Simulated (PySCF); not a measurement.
## Computed and published core binding energies of `COB(OC)OC`

Measured values to reproduce (core binding energies): B 1s of B3 197.80 eV [1]. Sources and the comparison follow the method.

Compound: C₃H₉BO₃.
Atom-mapped SMILES: `[CH3:1][O:2][B:3]([O:4][CH3:5])[O:6][CH3:7]`

Method used: delta-SCF UKS SCAN, pcX-2 on the ionised atom, pcseg-1 elsewhere, spin-free X2C in PySCF. Binding energies are ΔSCF values: E(core-ionised, relaxed orbitals) − E(ground state) at a fixed geometry, referred to the vacuum level.

| atom | environment | level | this calculation (eV) | reference (eV) | difference (eV) | source |
| --- | --- | --- | --- | --- | --- | --- |
| B3 | three-coordinate boron | B 1s | 197.41 | 197.80 | -0.39 | [1] |

[1] measured, gas; Qian, Crumlin, Prendergast, Phys. Chem. Chem. Phys. 2022, 24, 2243

Problem. How far is it from the measured entries?

Solution. The one measured value differs by -0.39 eV, too little evidence for a typical error. The calculation is vertical and has no vibrational structure, and measured positions depend on the energy calibration.

Problem. What does the calculation give for the levels without a reference value here?

Solution. C1/C5/C7 C 1s 292.23 eV; O2/O4/O6 O 1s 538.36 eV.

Topologically equivalent atoms share the value of their first member; where this conformer doesn't relate them by symmetry, their own values could differ. One conformer (not necessarily the lowest) at the PBE0-D3(BJ)/def2-SVP geometry, without solvent, vibrations or thermal averaging.

Time: 36 s wall. Hardware: an Arm Neoverse V1 with one thread, shared host.

Conformer computed: `[CH3:1][O:2][B:3]([O:4][CH3:5])[O:6][CH3:7]`: C1–O2–B3–O4 179°, O2–B3–O4–C5 0°, O2–B3–O6–C7 179°.
